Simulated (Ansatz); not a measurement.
Program: Ansatz. Geometries: PBE0-D4/def2-TZVP. ΔE: electronic, gas phase. CBS: MP2 limit from def2 TZ/QZ plus the TZ coupled-cluster correction, frozen cores. This one scheme is used for every species. Functionals use def2-TZVPP. B3LYP here is the variant with VWN-RPA as its local correlation; programs differ in this. def2 core potentials past Kr. For Sn outer-core shells are correlated without core-valence functions, which leaves a few kJ/mol of doubt a bond. Each species was taken in one conformer, which may not be the lowest.

Consider the formal exchange of groups at the Sn–C bond: `[SiH3][SnH2][CH2]Cl` + `O[SiH3]` → `O[SiH2][SnH2][SiH3]` + `CCl`.

| level | ΔE (kcal/mol) | difference from CCSD(T)/CBS |
| --- | --- | --- |
| PBE-D4 | -13.8 | -3.2 |
| r2SCAN-D4 | -12.8 | -2.2 |
| PBE0-D4 | -13.7 | -3.1 |
| B3LYP-D4 | -12.0 | -1.4 |
| ωB97X-V | -11.2 | -0.6 |
| ωB97M-V | -11.1 | -0.5 |
| B2PLYP | -11.3 | -0.7 |
| PBE | -14.1 | -3.5 |
| r2SCAN | -12.8 | -2.2 |
| PBE0 | -13.9 | -3.3 |
| B3LYP | -12.5 | -1.9 |
| HF/def2-TZVPP | -11.1 | -0.5 |
| MP2/def2-TZVPP | -9.4 | 1.2 |
| SCS-MP2/def2-TZVPP | -9.0 | 1.6 |
| CCSD/def2-TZVPP | -10.4 | 0.2 |
| CCSD(T)/def2-TZVPP | -10.1 | 0.5 |
| HF/def2-QZVPP | -11.0 | -0.4 |
| MP2/def2-QZVPP | -9.7 | 0.9 |
| SCS-MP2/def2-QZVPP | -9.3 | 1.3 |
| HF/CBS(def2) | -11.0 | -0.4 |
| MP2/CBS(def2) | -9.9 | 0.7 |
| CCSD/CBS(def2) | -10.9 | -0.3 |
| CCSD(T)/CBS | -10.6 | 0 |

Largest T1 diagnostic among the species: 0.013.

In def2-TZVPP, CCSD(T) changes the Hartree–Fock value by +1.0 kcal/mol (the triples alone add +0.3 kcal/mol) and MP2 by +1.7 kcal/mol.
